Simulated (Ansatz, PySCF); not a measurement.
Isomers of C2H7B. All species are isolated molecules in the gas phase. One relaxed conformer stands for each flexible species; it need not be the lowest. Strings in code marks are SMILES.

Quantity: electronic energy of isomers of C2H7B relative to `CBC`, in kcal/mol.

Level 1: frozen-core CCSD(T)/cc-pVTZ // PBE0-D3(BJ)/def2-TZVP (Ansatz, a program for electronic structure)
Level 2: frozen-core MP2/cc-pVTZ // PBE0-D3(BJ)/def2-TZVP (Ansatz)
Level 3: BP86/6-31G* // PBE0-D3(BJ)/def2-TZVP (PySCF)
Level 4: HF/STO-3G // PBE0-D3(BJ)/def2-TZVP (PySCF)

```tsv
species	level 2	level 3	level 4
`BCC`	14.6	13.9	12.5
```

Problem. What does level 1 give for each?

Solution. 
- `BCC`: 14.4
